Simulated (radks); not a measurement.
Results of a calculation; reference values are marked as such.
Question: Coherent X-ray form factor from a spherical all-electron density. Code: a radial shooting solver on a logarithmic mesh with Libxc functionals. Model: Dirac Kohn-Sham, Slater X-alpha with alpha = 1.015, spin-unpolarised, spherical densities, point nucleus.

sin(theta)/lambda (1/angstrom),f0 (electrons)
0.05,11.735
0.1,11.054
0.15,10.198
0.2,9.366
0.25,8.637
0.3,8.003
0.4,6.881
0.5,5.833
0.6,4.868
0.8,3.357
1,2.420
1.25,1.803
1.5,1.500
2,1.201

The species is in the configuration that NIST lists as its ground one. Which atom or ion scatters so?

Answer: The aluminium ion Al+, [Ne] 3s2. Extrapolating in s^2 from the first two rows gives f0(0) = 12.0, near the electron count 12; among species with that count, the fall with angle is slower the higher Z, and the table is that of Z = 13; from so few rows the species is fixed only to a neighbour or two.
